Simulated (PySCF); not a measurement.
# Two-component Hartree-Fock for Ba(49+) (barium, charge +49)

Start: [He] 2s2 2p3; 2p1/2 filled at m_j = -1/2, +1/2; 2p3/2 filled at m_j = +3/2. Calculated with PySCF 2.14 in an uncontracted even-tempered set (17 s from 28 bohr⁻², ratio 2.4; 12 p from 37 bohr⁻², ratio 2.4; 5 d from 130 bohr⁻², ratio 2.6; 4 f from 190 bohr⁻², ratio 2.6): generalised Hartree-Fock with the X2C-1e Hamiltonian and a Gaussian nucleus; one run each with spin-orbit coupling (SO) switched off, then screened by Boettger's factors.

```tsv
spinor shell	electrons	ε, spin-free (eV)	ε, screened SO (eV)	weight of nominal j (screened SO)	rms radius, screened SO (bohr)
1s1/2	2	-41868.9	-41849.3	1.000	0.0291
2s1/2	2	-9710.9	-9705.0	1.000	0.114
2p1/2	2	-9246.4	-9492.9	0.999	0.0974
2p3/2	1	-9246.4	-9087.1	1.000	0.102
```

| quantity | spin-free | screened SO |
| --- | --- | --- |
| E (hartree) | -5058.79325 | -5073.40594 |
| M_J | 3/2 | 3/2 |
| ⟨J²⟩ | 3.750 | 3.750 |
| ⟨L²⟩ | 0.000 | 2.481 |
| ⟨S²⟩ | 3.750 | 1.517 |

Each row is a mean over spinors that exchange with the open shell spreads, by up to 51.864 eV (2s1/2).

Breit and QED terms are absent; they matter most for the inner s and p1/2 levels.

Densities and radii are taken from the X2C orbitals without a picture-change correction, which distorts them close to the nucleus.

Without spin-orbit coupling the j labels of p, d and f shells carry no meaning; the spin-free column gives the mean over the occupied spinors of each nl shell.
